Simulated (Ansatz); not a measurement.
Reaction (cleavage of the Si–B bond): `COB(C)[SiH3]` + `O[SiH](F)[SiH3]` → `F[SiH]([SiH3])O[SiH3]` + `CBOC`

Gas-phase electronic energies from Ansatz, PBE0-D4/def2-TZVP geometries. CCSD(T)/CBS is the MP2 limit (def2-TZVPP, def2-QZVPP) plus CCSD(T) − MP2 in def2-TZVPP, frozen cores. Functionals use def2-TZVPP. B3LYP here is the variant with VWN-RPA as its local correlation; programs differ in this. One conformer a species, not always the lowest.

Problem. Is it downhill or uphill in electronic energy at CCSD(T)/CBS, and by how much? (Estimate.)

Solution. Ansatz gave: Downhill: ΔE = -128.7 kJ/mol.

Problem. What do these levels give: B97M-V, B3LYP-D4, PBE0, r2SCANh, r2SCAN0, MP2/def2-SVP, HF/def2-TZVPP, CCSD(T)/def2-TZVPP, HF/def2-QZVPP, MP2/def2-QZVPP, SCS-MP2/def2-QZVPP, MP2/CBS(def2)? (Estimate.)

Solution. The calculation gave: B97M-V -123.4, B3LYP-D4 -129.7, PBE0 -113.4, r2SCANh -124.0, r2SCAN0 -126.8, MP2/def2-SVP -126.5, HF/def2-TZVPP -160.3, CCSD(T)/def2-TZVPP -127.2, HF/def2-QZVPP -163.3, MP2/def2-QZVPP -136.2, SCS-MP2/def2-QZVPP -141.3, MP2/CBS(def2) -135.8 kJ/mol.

Problem. What do rigid-rotor, harmonic-oscillator terms from PBE0-D4/def2-TZVP frequencies (298.15 K, 1 bar) make of the CCSD(T)/CBS value? (Estimate.)

Solution. Ansatz gave: ΔZPE = +0.7 kJ/mol, ΔH = -128.6 kJ/mol, ΔS = 4 J/(mol·K), ΔG = -129.9 kJ/mol. Modes under 50 cm⁻¹ make the entropy rough.

Largest T1 diagnostic among the species: 0.014.

From r2SCAN to r2SCAN0 (25 % exact exchange), in def2-TZVPP and without D4, ΔE moves by −4.7 kJ/mol. In def2-TZVPP, CCSD(T) changes the Hartree–Fock value by +33.1 kJ/mol (the triples alone add +4.8 kJ/mol) and MP2 by +26.0 kJ/mol. Leaving LDA and LC-ωPBE aside and taking each functional with its dispersion term where it has one, the values, not all of them listed here, spread over 40.7 kJ/mol, from BHLYP-D4 to revPBE-D4. LDA lies +3.8 kJ/mol from PBE without D4.
